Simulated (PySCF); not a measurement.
Fine-structure interval of Rh⁴⁰⁺ by level of theory

Rh⁴⁰⁺ [He] 2s2 2p1 [2p1/2^1, M_J = 1/2] → Rh⁴⁰⁺ [He] 2s2 2p1 [2p3/2^1, M_J = 3/2], as a difference of total energies. All numbers are calculated (PySCF 2.14, the two-component X2C-1e Hamiltonian, in an uncontracted even-tempered set (17 s from 19 bohr⁻², ratio 2.4; 12 p from 25 bohr⁻², ratio 2.4; 5 d from 82 bohr⁻², ratio 2.6; 4 f from 120 bohr⁻², ratio 2.6)). Correlated levels: nothing frozen; the 32 highest virtual spinors dropped. "Screened" scales the spin-orbit matrix elements by Boettger's factors to mimic the two-electron term; Breit and QED terms are absent.

```json
{"method": "GHF (screened spin-orbit)", "fine-structure interval (cm⁻¹)": "1333500"}
{"method": "GMP2 (screened spin-orbit)", "fine-structure interval (cm⁻¹)": "1327000"}
{"method": "GHF (bare spin-orbit)", "fine-structure interval (cm⁻¹)": "1397700"}
```
